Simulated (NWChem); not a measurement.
All runs are NWChem calculations. System: tert-butyl chloride (C4H9Cl), charge 0, spin multiplicity 1, at a geometry optimised with B3LYP/def2-SVP. Level: MP2/def2-SVP, 9 core orbitals frozen.

Part of the output:

```
             Northwest Computational Chemistry Package (NWChem) 7.3.0
             --------------------------------------------------------

                                NWChem Input Module
                                -------------------

 Scaling coordinates for geometry "geometry" by  1.889725989
 (inverse scale =  0.529177249)

 Turning off AUTOSYM since
 SYMMETRY directive was detected!

                             Geometry "geometry" -> ""
                             -------------------------

 Output coordinates in angstroms (scale by  1.889725989 to convert to a.u.)

  No.       Tag          Charge          X              Y              Z
 ---- ---------------- ---------- -------------- -------------- --------------
    1 C                    6.0000    -0.70734100    -0.83477200     1.26509900
    2 C                    6.0000     0.01027200    -0.36794400     0.00000000
    3 C                    6.0000    -0.70734100    -0.83477200    -1.26509900
    4 C                    6.0000     1.48292500    -0.77375200     0.00000000
    5 Cl                  17.0000    -0.04152500     1.48698400     0.00000000
    6 H                    1.0000    -0.70276600    -1.93730600     1.30983600
    7 H                    1.0000    -0.20875100    -0.45007600     2.16696000
    8 H                    1.0000    -1.75271800    -0.49267000     1.27552300
    9 H                    1.0000    -1.75271800    -0.49267000    -1.27552300
   10 H                    1.0000    -0.20875100    -0.45007600    -2.16696000
   11 H                    1.0000    -0.70276600    -1.93730600    -1.30983600
   12 H                    1.0000     1.56527300    -1.87413100     0.00000000
   13 H                    1.0000     1.99901300    -0.38852100     0.89173200
   14 H                    1.0000     1.99901300    -0.38852100    -0.89173200

 Effective nuclear repulsion energy (a.u.)     239.4424186221

            Nuclear Dipole moment (a.u.)
            ----------------------------
        X                 Y               Z
 ---------------- ---------------- ----------------
    -0.0000113384     0.0000207870    -0.0000000000

      Symmetry information
      --------------------

 Group name             Cs
 Group number              2
 Group order               2
 No. of unique centers     9

      Symmetry unique atoms

     1    2    4    5    6    7    8   12   13


 Summary of "ao basis" -> "" (spherical)
 ------------------------------------------------------------------------------
       Tag                 Description            Shells   Functions and Types
 ---------------- ------------------------------  ------  ---------------------
 *                          def2-svp                  on all atoms

 Summary of "ao basis" -> "ao basis" (spherical)
 ------------------------------------------------------------------------------
       Tag                 Description            Shells   Functions and Types
 ---------------- ------------------------------  ------  ---------------------
 C                          def2-svp                 6       14   3s2p1d
 Cl                         def2-svp                 8       18   4s3p1d
 H                          def2-svp                 3        5   2s1p

                                 NWChem SCF Module
                                 -----------------

  ao basis        = "ao basis"
  functions       =   119
  atoms           =    14
  closed shells   =    25
  open shells     =     0
  charge          =   0.00
  wavefunction    = RHF
  use symmetry    = T
  symmetry adapt  = T

 Summary of "ao basis" -> "ao basis" (spherical)
 ------------------------------------------------------------------------------
       Tag                 Description            Shells   Functions and Types
 ---------------- ------------------------------  ------  ---------------------
 C                          def2-svp                 6       14   3s2p1d
 Cl                         def2-svp                 8       18   4s3p1d
 H                          def2-svp                 3        5   2s1p

      Symmetry analysis of basis
      --------------------------

        a'         71
        a"         48

 Forming initial guess at       0.0s
[...]
    63      0.256012   5 Cl pz               20     -0.151269   2 C  pz

 Vector   25  Occ=2.000000D+00  E=-4.189809D-01  Symmetry=a'
              MO Center=  2.7D-02,  1.2D+00, -3.5D-13, r^2= 2.0D+00
   Bfn.  Coefficient  Atom+Function         Bfn.  Coefficient  Atom+Function
  ----- ------------  ---------------      ----- ------------  ---------------
    67      0.643799   5 Cl px               64      0.440714   5 Cl px
    61      0.255911   5 Cl px               18     -0.151215   2 C  px

 Vector   26  Occ=0.000000D+00  E= 1.626199D-01  Symmetry=a'
              MO Center=  2.9D-02, -1.0D+00, -3.7D-17, r^2= 7.9D+00
   Bfn.  Coefficient  Atom+Function         Bfn.  Coefficient  Atom+Function
  ----- ------------  ---------------      ----- ------------  ---------------
     3      1.495365   1 C  s                31      1.495365   3 C  s
    45      1.495407   4 C  s                76     -0.696151   6 H  s
   101     -0.696151  11 H  s               106     -0.696234  12 H  s
    81     -0.662030   7 H  s                86     -0.661991   8 H  s
    91     -0.661991   9 H  s                96     -0.662030  10 H  s

 Vector   27  Occ=0.000000D+00  E= 1.873358D-01  Symmetry=a'
              MO Center=  2.1D-02, -7.7D-01, -3.0D-16, r^2= 5.8D+00
   Bfn.  Coefficient  Atom+Function         Bfn.  Coefficient  Atom+Function
  ----- ------------  ---------------      ----- ------------  ---------------
    17      0.770732   2 C  s                76      0.774425   6 H  s
   101      0.774425  11 H  s               106      0.774389  12 H  s
    68      0.666499   5 Cl py               22      0.479784   2 C  py
    60     -0.475941   5 Cl s                50      0.357535   4 C  py
     8      0.350499   1 C  py               36      0.350499   3 C  py

 Vector   28  Occ=0.000000D+00  E= 2.285292D-01  Symmetry=a"
              MO Center= -2.4D-01, -7.6D-01, -5.4D-15, r^2= 9.1D+00
   Bfn.  Coefficient  Atom+Function         Bfn.  Coefficient  Atom+Function
  ----- ------------  ---------------      ----- ------------  ---------------
     3      2.316857   1 C  s                31     -2.316857   3 C  s
    81     -1.221223   7 H  s                96      1.221223  10 H  s
    76     -0.903970   6 H  s               101      0.903970  11 H  s
    86     -0.718998   8 H  s                91      0.718998   9 H  s
    23     -0.513608   2 C  pz              111     -0.502357  13 H  s

 center of mass
 --------------
 x =  -0.00560999 y =   0.20092654 z =   0.00000000

 moments of inertia (a.u.)
 ------------------
         608.282396303642           5.788912920275           0.000000000000
           5.788912920275         401.650313040792           0.000000000000
           0.000000000000           0.000000000000         608.425678457003

  Mulliken analysis of the total density
  --------------------------------------

    Atom       Charge   Shell Charges
 -----------   ------   -------------------------------------------------------
    1 C    6     5.94   1.99  0.86  0.18  2.04  0.83  0.04
    2 C    6     6.37   1.99  0.89  0.49  1.94  0.99  0.07
    3 C    6     5.94   1.99  0.86  0.18  2.04  0.83  0.04
    4 C    6     5.94   1.99  0.86  0.18  2.04  0.83  0.04
    5 Cl  17    17.22   2.00  1.99  1.19  0.77  5.94  2.08  3.21  0.03
    6 H    1     0.96   0.75  0.19  0.02
    7 H    1     0.95   0.75  0.18  0.02
    8 H    1     0.95   0.75  0.18  0.02
    9 H    1     0.95   0.75  0.18  0.02
   10 H    1     0.95   0.75  0.18  0.02
   11 H    1     0.96   0.75  0.19  0.02
   12 H    1     0.96   0.75  0.19  0.02
   13 H    1     0.95   0.75  0.18  0.02
   14 H    1     0.95   0.75  0.18  0.02

       Multipole analysis of the density wrt the origin
       ------------------------------------------------

     L   x y z        total         open         nuclear
     -   - - -        -----         ----         -------
     0   0 0 0     -0.000000      0.000000     50.000000

     1   1 0 0      0.026623      0.000000     -0.000011
     1   0 1 0     -0.953657      0.000000      0.000021
     1   0 0 1      0.000000      0.000000     -0.000000

     2   2 0 0    -29.236726      0.000000    131.734640
     2   1 1 0      0.051137      0.000000     -2.571949
     2   1 0 1      0.000000      0.000000      0.000000
     2   0 2 0    -31.074274      0.000000    223.430076
     2   0 1 1     -0.000000      0.000000      0.000000
     2   0 0 2    -29.235043      0.000000    131.675024

                   NWChem MP2 Semi-direct Energy/Gradient Module
                   ---------------------------------------------

  Basis functions       =    119
  Molecular orbitals    =    119
  Frozen core           =      9
  Frozen virtuals       =      0
  Active alpha occupied =     16
  Active beta occupied  =     16
  Active alpha virtual  =     94
  Active beta virtual   =     94
  Use MO symmetry       = T
  Use skeleton AO sym   = T

  AO/Fock/Back tols     =   1.0D-09  1.0D-09  1.0D-09

 GA uses MA = F    GA memory limited = T

 Available:
  local mem=  1.26D+08
 global mem=  1.44D+08
 local disk=  0.00D+00
  mp2_memr nvloc                    94
  nvloc new                    94
   1 passes of  16:        3145728                      67240                  35870619.
   1 passes of  16: M    126132170           G      144150878           F     122986442.

 Semi-direct pass number   1 of   1  for RHF alpha+beta  at        3.3s
  vrange nnbf                  7010
  mp2_eaftype                   136  avail_ma_in_mb                  1099
 EAF : mp2_eaftype filesize         136   17935309.
  mp2_eaf for mointskh                    136
Node 0 wrote     84.3 Mb in      0.0 s     Agg I/O rate:  3436.1 Mb/s
 Done moints_semi at        8.1s
  mp2_eaftype                   136  avail_ma_in_mb                   963
 EAF : mp2_eaftype filesize         136   17935309.
  mp2_eaf for kh                   136
 Done maket at        8.4s
 Done multipass loop at        8.4s

          -------------------------------------------
          SCF energy                -615.965308645342
          Correlation energy          -0.719432229106
          Singlet pairs               -0.467774277575
          Triplet pairs               -0.251657951531
          Total MP2 energy          -616.684740874448
          -------------------------------------------

          ---------------------------------------------------
                    Spin Component Scaled (SCS) MP2
          Same spin pairs                     -0.167771967688
          Same spin scaling factor             0.333333333333
          Opposite spin pairs                 -0.551660261419
          Opposite spin scaling fact.          1.200000000000
          SCS-MP2 correlation energy          -0.717916302932
          Total SCS-MP2 energy              -616.683224948273
          ---------------------------------------------------

 -----------------------
 Performance information
 -----------------------

 Timer overhead =  1.96D-07 seconds/call

               Nr. of calls         CPU time (s)                 Wall time (s)                GFlops
             ---------------    -------------------     ------------------------------   -------------------
Name         Min   Avg   Max    Min     Avg     Max     Min     Avg     Max   Mx/calls   Min     Max     Sum
mp2: moin     1     1     1    4.9     4.9     4.9      4.9     4.9     4.9     4.9      0.0     0.0     0.0
mp2: make     1     1     1   0.31    0.31    0.31     0.31    0.31    0.31    0.31      0.0     0.0     0.0
mp2: tota     1     1     1    5.2     5.2     5.2      5.2     5.2     5.2     5.2      0.0     0.0     0.0

 The average no. of pstat calls per process was 3.00D+00
 with a timing overhead of 5.89D-07s

 Task  times  cpu:        8.4s     wall:        8.4s

 Total times  cpu:        8.4s     wall:        8.4s
```

Problem. Write an NWChem input that would produce this output.

Solution. Several could match; the one computed here: 
```
start mol
memory heap 200 mb stack 900 mb global 1100 mb
geometry units angstroms nocenter noautoz
  C     -0.707341    -0.834772     1.265099
  C      0.010272    -0.367944     0.000000
  C     -0.707341    -0.834772    -1.265099
  C      1.482925    -0.773752     0.000000
  Cl    -0.041525     1.486984     0.000000
  H     -0.702766    -1.937306     1.309836
  H     -0.208751    -0.450076     2.166960
  H     -1.752718    -0.492670     1.275523
  H     -1.752718    -0.492670    -1.275523
  H     -0.208751    -0.450076    -2.166960
  H     -0.702766    -1.937306    -1.309836
  H      1.565273    -1.874131     0.000000
  H      1.999013    -0.388521     0.891732
  H      1.999013    -0.388521    -0.891732
  symmetry group Cs
end
basis spherical
  * library def2-svp
end
scf
  rhf
  nopen 0
  maxiter 100
  thresh 1e-7
  semidirect memsize 60000000 filesize 0
end
mp2
  freeze core 9
end
task mp2 energy
```
